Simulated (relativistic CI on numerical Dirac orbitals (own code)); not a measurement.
# Line list: Electric-dipole lines, Ir³¹⁺

Computed by Dirac-Coulomb-Breit CI, KLI orbitals optimised for each configuration, model QED (radiative potential, 1s self-energy scaled to tabulated hydrogen-like ionisation energies), unscaled Slater integrals (own radial code, finite nucleus).

CI space (outside the closed core [Ar] 3d10): 4s2.4p6.4d10, 4s2.4p6.4d9.4f, 4s2.4p5.4d10.4f, 4s.4p6.4d10.4f, 4s2.4p6.4d9.5s, 4s2.4p6.4d9.5p, 4s2.4p6.4d9.5d, 4s2.4p5.4d10.5s, 4p6.4d10.4f2, 4p6.4d9.4f3, 4p5.4d10.4f3, 4p6.4d9.4f2.5s, 4p6.4d9.4f2.5p, 4p6.4d9.4f2.5d. Double excitations out of closed p, d and f shells are left out; levels of such configurations are missing from the list, as are those of other unlisted configurations, and high levels can miss mixing partners. These lack a partner that the ground configuration has and come out too high: 4s2.4p5.4d10.5s.

```csv
λ vac (Å),Lower,Upper,A (s⁻¹),log gf,S velocity/length
42.016,4s2.4p6.4d9.4f 1H°_5 [17],4s2.4p5.4d10.4f 3G_4 [49],1.80e+12,0.63,0.88
42.070,4s2.4p6.4d9.4f 3H°_4 [14],4s2.4p5.4d10.4f 3G_3 [46],1.82e+12,0.53,0.88
44.431,4s2.4p6.4d10 1S_0 [1],4s2.4p6.4d9.4f 1P°_1 [21],6.70e+12,0.77,0.66
56.579,4s2.4p5.4d10.4f 3G_5 [27],4s.4p6.4d10.4f 3F°_4 [72],7.48e+11,0.51,0.92
57.573,4s2.4p6.4d9.4f 3F°_4 [10],4s2.4p5.4d10.4f 3F_4 [32],3.55e+11,0.20,0.86
57.959,4s2.4p6.4d9.4f 3H°_5 [5],4s2.4p5.4d10.4f 3G_4 [26],8.87e+11,0.60,0.84
58.036,4s2.4p6.4d9.4f 3F°_3 [7],4s2.4p5.4d10.4f 3F_3 [28],3.29e+11,0.07,0.87
58.065,4s2.4p6.4d9.4f 3H°_6 [6],4s2.4p5.4d10.4f 3G_5 [27],8.63e+11,0.68,0.84
58.069,4s2.4p6.4d9.5s 3D_3 [22],4s2.4p5.4d10.5s 3P°_2 [68],1.17e+12,0.47,0.75
58.089,4s2.4p6.4d9.4f 3G°_5 [11],4s2.4p5.4d10.4f 3F_4 [32],6.60e+11,0.48,0.84
58.191,4s2.4p6.4d9.4f 3P°_2 [4],4s2.4p5.4d10.4f 3D_2 [25],3.92e+11,0.00,0.86
58.274,4s2.4p6.4d9.4f 3G°_4 [8],4s2.4p5.4d10.4f 3F_3 [28],6.93e+11,0.39,0.84
58.531,4s2.4p6.4d9.4f 3F°_4 [10],4s2.4p5.4d10.4f 1F_3 [29],4.11e+11,0.17,0.83
59.184,4s2.4p6.4d9.4f 3F°_3 [7],4s2.4p5.4d10.4f 3D_2 [25],4.39e+11,0.06,0.84
59.345,4s2.4p6.4d9.4f 3D°_3 [12],4s2.4p5.4d10.4f 1F_3 [29],3.96e+11,0.17,0.88
107.80,4s2.4p6.4d9.5p 3F°_2 [36],4s2.4p6.4d9.5d 3G_3 [61],2.97e+11,0.56,1.00
108.28,4s2.4p6.4d9.5p 3F°_3 [35],4s2.4p6.4d9.5d 3G_4 [51],2.99e+11,0.67,1.01
144.69,4s2.4p6.4d9.5p 3F°_3 [44],4s2.4p6.4d9.5d 3G_4 [64],1.61e+11,0.66,0.99
144.69,4s2.4p6.4d9.5p 3F°_4 [38],4s2.4p6.4d9.5d 3G_5 [55],1.61e+11,0.75,0.99
145.47,4s2.4p6.4d9.5s 3D_3 [22],4s2.4p6.4d9.5p 3F°_4 [38],1.19e+11,0.53,1.00
```

Terms are leading LS components. Brackets give the number of a level in order of energy, since labels repeat. The list gives strong lines, with weight on those to low levels, among the lowest 88 of 2548 levels, so that lines to higher ones, which can be the strongest, are missing. Levels whose partners in the same complex of configurations lie outside the list can be far off, and so can their lines. Rates are taken at the computed energies, electric ones in the length gauge. A velocity-to-length ratio far from 1 marks an uncertain rate.

At this charge energies of transitions that change n are usually good to better than 1 %, and those within a shell (Δn = 0) to a few per cent.

LS names give the leading component of a level, which can be under half, so a name can repeat, a term be missing and a line seem to break the LS rules.
